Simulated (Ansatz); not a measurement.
`C[SiH2][O][GeH3]` → `[CH2]` (triplet) + `[SiH3][O][GeH3]` at 600 K and 1 bar (formal loss of a carbene).

Program: Ansatz. Geometries: PBE0-D4/def2-TZVP. ΔE: electronic, gas phase. CCSD(T)/CBS is the MP2 limit (def2-TZVPP, def2-QZVPP) plus CCSD(T) − MP2 in def2-TZVPP, frozen cores. This one scheme is used for every species. Triplets are unrestricted, without spin–orbit coupling. For Ge outer-core shells are correlated without core-valence functions, which leaves a few kJ/mol of doubt a bond. Scalar relativity is left out up to krypton. One conformer a species, not always the lowest.

| species | CCSD(T)/CBS energy (Eh) | H − E (kJ/mol) | S (J/(mol·K)) |
| --- | --- | --- | --- |
| `C[SiH2][O][GeH3]` | -2483.29571 | 283.3 | 484.4 |
| `[CH2]` (triplet) | -39.09499 | 66.5 | 220.8 |
| `[SiH3][O][GeH3]` | -2444.01593 | 192.8 | 424.7 |

H − E and S are ideal-gas, rigid-rotor, harmonic terms from PBE0-D4/def2-TZVP, for one conformer and one mirror image of each species, with the whole ground term of open shells counted as degenerate. 1 Eh = 2625.50 kJ/mol, R = 8.31446 J/(mol·K).

By hand: ΔE, ΔH, ΔS and ΔG.

ΔE = (-39.09499) + (-2444.01593) − (-2483.29571) = 0.18479 Eh = 485.2 kJ/mol. Δ(H − E) = 66.5 + 192.8 − 283.3 = -24.0, so ΔH = 461.2 kJ/mol. ΔS = 220.8 + 424.7 − 484.4 = 161.1 J/(mol·K). ΔG = 461.2 − 600 × (161.1)/1000 = 364.5 kJ/mol.

By hand: the equilibrium constant, and the temperature at which ΔG would vanish if ΔH and ΔS stayed fixed.

log₁₀ K = −ΔG/(RT ln 10) = -31.7. ΔG = 0 at ΔH/ΔS = 2863 K, far beyond where these terms or the molecules hold.

The number of gas molecules changes by +1, which sets the sign of ΔS. A doubt of 5 kJ/mol in ΔE shifts log₁₀ K by 0.4 here. Other conformers and mirror images would add mixing entropy, several J/(mol·K) or more a flexible species. Modes under 60 cm⁻¹, often nearly free rotors, make the harmonic entropy too high. A triplet takes part, so the spin changes. These are equilibria of isolated gas molecules and say nothing of rates. Largest T1 diagnostic: 0.012 (customary marks: 0.02 for closed shells, 0.045 for open ones).
